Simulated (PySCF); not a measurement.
Record of a relaxation.

Compound: bromofluoromethane, CH₂BrF.
Bonds: F1–C2, C2–Br3. Hydrogens: H4, H5 on C2.

Method: PBE0-D3(BJ)/def2-SVP geometry optimisation, gas phase in PySCF 2.14.0; density fitting, grid level 1; the optimiser is geomeTRIC in internal coordinates, started from a GFN2-xTB structure with every atom displaced at random (about 0.01 Å). The frame can shift and turn from step to step; on so coarse a grid that alone can change the energy by a few meV, and forces under 0.02 eV/Å are noise.

Step 0: E = -73809.1083 eV, largest atomic force 1.604 eV/Å
```
atom  x, y, z in Å  |  force x, y, z in eV/Å
F1     -0.777    1.018   -0.355   -0.875   1.294  -0.364
C2     -0.156   -0.077    0.015    0.587  -0.591  -0.390
Br3     1.753    0.220   -0.045    0.303  -0.139   0.009
H4     -0.395   -0.313    1.042   -0.140  -0.350   0.580
H5     -0.392   -0.882   -0.695    0.125  -0.213   0.166
```

Step 1: E = -73809.1461 eV, largest atomic force 0.394 eV/Å
```
atom  x, y, z in Å  |  force x, y, z in eV/Å
F1     -0.631    0.996   -0.444    0.224  -0.315   0.082
C2      0.022   -0.127   -0.076   -0.133   0.228   0.119
Br3     1.947    0.099   -0.178   -0.087   0.026  -0.023
H4     -0.205   -0.373    0.975    0.012   0.049  -0.117
H5     -0.232   -0.958   -0.746   -0.015   0.013  -0.060
```

Step 2: E = -73809.1485 eV, largest atomic force 0.121 eV/Å
```
atom  x, y, z in Å  |  force x, y, z in eV/Å
F1     -0.622    0.991   -0.441    0.034  -0.061   0.035
C2      0.022   -0.129   -0.071   -0.069   0.089  -0.044
Br3     1.941    0.103   -0.182    0.031  -0.001   0.002
H4     -0.207   -0.373    0.975    0.002  -0.011  -0.001
H5     -0.234   -0.955   -0.749    0.002  -0.017   0.008
```

Step 3: E = -73809.1487 eV, largest atomic force 0.053 eV/Å
```
atom  x, y, z in Å  |  force x, y, z in eV/Å
F1     -0.623    0.991   -0.438    0.013  -0.022   0.009
C2      0.022   -0.129   -0.072   -0.033   0.038  -0.017
Br3     1.942    0.103   -0.183    0.010  -0.003  -0.001
H4     -0.206   -0.374    0.974    0.005  -0.013   0.009
H5     -0.235   -0.955   -0.750    0.004  -0.001   0.001
```

Step 4: E = -73809.1488 eV, largest atomic force under 0.02 eV/Å
```
atom  x, y, z in Å  |  force x, y, z in eV/Å
F1     -0.623    0.992   -0.434   -0.005   0.008   0.002
C2      0.021   -0.128   -0.072    0.005  -0.014   0.000
Br3     1.942    0.103   -0.185   -0.001   0.000  -0.001
H4     -0.204   -0.378    0.974    0.001   0.000   0.002
H5     -0.235   -0.953   -0.751   -0.001   0.005  -0.003
```

**Question.** Summarise the path.

**Answer.** The energy falls by 0.93 kcal/mol from step 0 to step 4; nine tenths of that is first reached at step 1. It falls at every step. The largest force goes from 1.604 to under 0.02 eV/Å. Among the bonds F1–C2 changes most, from 1.312 to 1.342 Å; the atoms move by 0.025 Å rms after alignment.

**Question.** Follow the three bonds and two angles with the largest change from start to end.

**Answer.** 
```
step  E above end (kcal/mol)  largest force (eV/Å)  F1–C2 (Å)  C2–H4 (Å)  C2–Br3 (Å)  H4–C2–H5 (°)  F1–C2–Br3 (°)
   0                    0.93                 1.604      1.312      1.081       1.933         114.0          109.3
   1                    0.06                 0.394      1.351      1.102       1.940         111.4          111.6
   2                    0.01                 0.121      1.345      1.099       1.936         111.9          111.1
   3                    0.00                 0.053      1.343      1.098       1.937         111.8          111.1
   4                    0.00            under 0.02      1.342      1.099       1.938         111.7          111.2
```

What follows is the cost of the whole optimisation. Time: 7.1 s; peak memory 0.31 GiB. Hardware: Arm Neoverse V1, one thread, no GPU, shared host.
